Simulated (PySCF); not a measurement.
**Mayer bond orders and bond lengths**

Compound: C₄H₄F₄O₂.
SMILES with atom numbers: `[F:1][CH:2]([F:3])[C@@H:4]1[O:5][C@H:6]([F:7])[O:8][C@@H:9]1[F:10]` (hydrogens: H11 on C2; H12 on C4; H13 on C6; H14 on C9)

Bond orders from the PBE0/pcSseg-1 density (PySCF). Isolated species at its GFN2-xTB geometry (one conformer only).

Question: How far do the computed orders between heavy atoms stray from the drawn ones?

Answer: The largest departure is 0.105, at C4–O5 (drawn single, 0.895).

Question: Give the Mayer order of every bond between heavy atoms, beside its length.

Answer: 
| bond | drawn as | length (Å) | Mayer order |
| --- | --- | --- | --- |
| F1–C2 | single | 1.347 | 0.970 |
| C2–F3 | single | 1.350 | 0.956 |
| C2–C4 | single | 1.538 | 0.945 |
| C4–O5 | single | 1.417 | 0.895 |
| O5–C6 | single | 1.367 | 1.035 |
| C6–F7 | single | 1.375 | 0.933 |
| C6–O8 | single | 1.375 | 1.003 |
| O8–C9 | single | 1.386 | 0.973 |
| C9–F10 | single | 1.364 | 0.938 |
| C9–C4 | single | 1.554 | 0.986 |

Bonds between the same two heavy elements. C–F: lowest C6–F7 (0.933, 1.375 Å), highest F1–C2 (0.970, 1.347 Å). C–C: lowest C2–C4 (0.945, 1.538 Å), highest C9–C4 (0.986, 1.554 Å); in 1 of the 1 pairs the longer bond (by over 0.003 Å) has the higher order (by 0.02 or more). C–O: lowest C4–O5 (0.895, 1.417 Å), highest O5–C6 (1.035, 1.367 Å).

Question: And the bonds to hydrogen?

Answer: C–H: 0.92 to 0.95 (4 bonds).

Question: Sum the orders of all bonds at each heavy atom with more than one neighbour and set the sums beside the valence in the SMILES.

Answer: C2 3.811 (drawn 4), C4 3.746 (drawn 4), O5 1.930 (drawn 2), C6 3.910 (drawn 4), O8 1.976 (drawn 2), C9 3.845 (drawn 4). Orders between atoms that aren't bonded are not in these sums.

The Mayer order sums products of elements of PS (density times overlap matrix) between the two atoms' basis functions, so it depends on the basis set.
